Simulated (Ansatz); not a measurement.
Reactions of CH8ClNSi2, SMILES `CN([SiH3])[SiH2]Cl`.

Program: Ansatz. Geometries: PBE0-D4/def2-TZVP. ΔE: electronic, gas phase. CCSD(T)/CBS is the MP2 limit (def2-TZVPP, def2-QZVPP) plus CCSD(T) − MP2 in def2-TZVPP, frozen cores. This one scheme is used for every species, atoms too. No spin–orbit coupling; open shells (•) take unrestricted orbitals. Spin–orbit coupling would lower the free atoms: a little for Cl. For Ge outer-core shells are correlated without core-valence functions, so the limit isn't a true one: a few kJ/mol of doubt a bond, and 10 to 20 or more in all where bonds break to atoms. Scalar relativity is left out up to krypton. One conformer a species, not always the lowest.

(1) Order these by ΔE at CCSD(T)/CBS, lowest first. (Best estimate.)
A. `CN([SiH3])[SiH2]Cl` + H–F → `CN([SiH3])[SiH2]F` + HCl
B. `CN([SiH3])[SiH2]Cl` + `[SiH3][SiH2][SiH2][SiH2][GeH3]` → `[SiH3][SiH2][SiH2][SiH2][GeH2][SiH3]` + `CN[SiH2]Cl`
C. `CN([SiH3])[SiH2]Cl` + `Cl[SiH2]Cl` → `Cl[SiH2][SiH](Cl)Cl` + `CN[SiH3]`
D. `CN([SiH3])[SiH2]Cl` + CH₄ → `C[SiH2]N(C)[SiH3]` + HCl
E. `CN([SiH3])[SiH2]Cl` → Cl• + `CN([SiH2])[SiH3]`•
F. `CN([SiH3])[SiH2]Cl` → `[CH2]` (triplet) + `[SiH3]N[SiH2]Cl`
G. `CN([SiH3])[SiH2]Cl` + `C=C` → `C=C[SiH2]Cl` + `CN[SiH3]`
H. `CN([SiH3])[SiH2]Cl` → `CN[SiH2]Cl` + `[SiH2]`

Largest T1 diagnostic: 0.015, for `CN([SiH2])[SiH3]`•.

## Answers

(1) A (-39.7 kJ/mol), B (+25.5 kJ/mol), G (+69.7 kJ/mol), C (+80.6 kJ/mol), D (+116.7 kJ/mol), H (+287.9 kJ/mol), F (+396.1 kJ/mol), E (+487.6 kJ/mol).
